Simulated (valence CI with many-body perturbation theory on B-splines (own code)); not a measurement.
## Forbidden lines of Fe11+

Computed by valence CI with perturbative core correlation (CI+MBPT): five valence electrons over a frozen Dirac-Fock core [Ne], a basis of 11 s, 11 p, 10 d, 8 f, 5 g, 2 h functions for each j, with the one-electron correlation potential Σ1, the two-electron term Σ2, the three-electron term Σ3, Breit, model QED; selected CI, second order for the rest, scaled by the run's own slope (own B-spline code, finite nucleus).

No measured levels were compared; by estimate levels of excited configurations hold to 0.05 to 0.15 % of their energy, terms of the ground configuration to about 0.5 %. Among the levels kept, up to 3200 cm⁻¹ of a level comes from second order outside the variational space, and about a tenth of that is noise between levels of different J, which matters for small intervals.

Lines 1 to 19 of 19 in falling wavelength, among levels below 1068100 cm⁻¹, chosen from the decays that carry over 1 % of a level's rate. Wavelengths and rates use the calculated energies, so an error of 200 cm⁻¹ moves a line at 3063 Å by 0.61 % and its rate by three times that or more. Electric multipoles are in the length gauge with retardation, E1 and E2 with the static RPA response of the core. M1 uses the operator L + gS. S is in atomic units (e²a₀⁴ for E2 and M2, e²a₀⁶ for E3), for M1 in squared Bohr magnetons. Weak lines are less certain than strong ones. Lines between different terms over intervals too small for the method are left out, as are lines whose strength nearly cancels.

Names give the largest LS component (configuration and term), which can be under half, so a name can repeat, a term be missing and a line seem to break the LS rules; names also repeat where a configuration has a term twice. Letters in brackets count levels of one name in rising energy.

| λ vac (Å) | Upper | Lower | Type | A (s⁻¹) | S (a.u.) |
| --- | --- | --- | --- | --- | --- |
| 22030 | 3s²3p³ ²D°_5/2 | 3s²3p³ ²D°_3/2 | M1 | 8.90e-01 | 2.12e+00 |
| 14640 | 3s²3p²3d ⁴F_9/2 | 3s²3p²3d ⁴F_7/2 | M1 | 8.13e+00 | 9.44e+00 |
| 3063 | 3s²3p³ ²P°_1/2 | 3s²3p³ ²D°_3/2 | M1 | 7.06e+01 | 1.50e-01 |
| 2898 | 3s²3p³ ²P°_3/2 | 3s²3p³ ²D°_5/2 | M1 | 7.99e+01 | 2.88e-01 |
| 2816 | 3s²3p²3d ²G_9/2 | 3s²3p²3d ⁴D_7/2 | M1 | 8.34e+00 | 6.91e-02 |
| 2561 | 3s²3p³ ²P°_3/2 | 3s²3p³ ²D°_3/2 | M1 | 1.99e+02 | 4.97e-01 |
| 2392 | 3s²3p³ ²D°_3/2 | 3s²3p³ ⁴S°_3/2 | M1 | 5.46e+01 | 1.11e-01 |
| 2158 | 3s²3p³ ²D°_5/2 | 3s²3p³ ⁴S°_3/2 | M1 | 2.13e+00 | 4.77e-03 |
| 2158 | 3s²3p³ ²D°_5/2 | 3s²3p³ ⁴S°_3/2 | E2 | 1.06e-01 | 2.67e-02 |
| 1980 | 3s²3p²3d ²G_9/2 | 3s²3p²3d ²F_7/2 [a] | M1 | 5.33e+00 | 1.54e-02 |
| 1834 | 3s²3p²3d ²G_9/2 | 3s²3p²3d ⁴F_9/2 | M1 | 1.18e+02 | 2.71e-01 |
| 1630 | 3s²3p²3d ²G_9/2 | 3s²3p²3d ⁴F_7/2 | M1 | 6.33e+01 | 1.02e-01 |
| 1343 | 3s²3p³ ²P°_1/2 | 3s²3p³ ⁴S°_3/2 | M1 | 1.90e+02 | 3.42e-02 |
| 1237 | 3s²3p³ ²P°_3/2 | 3s²3p³ ⁴S°_3/2 | M1 | 3.47e+02 | 9.74e-02 |
| 642.3 | 3s²3p²3d ²G_9/2 | 3s3p⁴ ²D_5/2 | E2 | 1.78e+01 | 1.74e-02 |
| 592.8 | 3s²3p²3d ⁴F_9/2 | 3s3p⁴ ⁴P_5/2 | E2 | 5.62e+01 | 3.67e-02 |
| 448.0 | 3s²3p²3d ²G_9/2 | 3s3p⁴ ⁴P_5/2 | E2 | 1.00e+01 | 1.61e-03 |
| 252.1 | 3s²3p²3d ⁴F_9/2 | 3s²3p³ ²D°_5/2 | M2 | 3.85e+01 | 3.50e-04 |
| 221.6 | 3s²3p²3d ²G_9/2 | 3s²3p³ ²D°_5/2 | M2 | 5.82e+00 | 2.78e-05 |
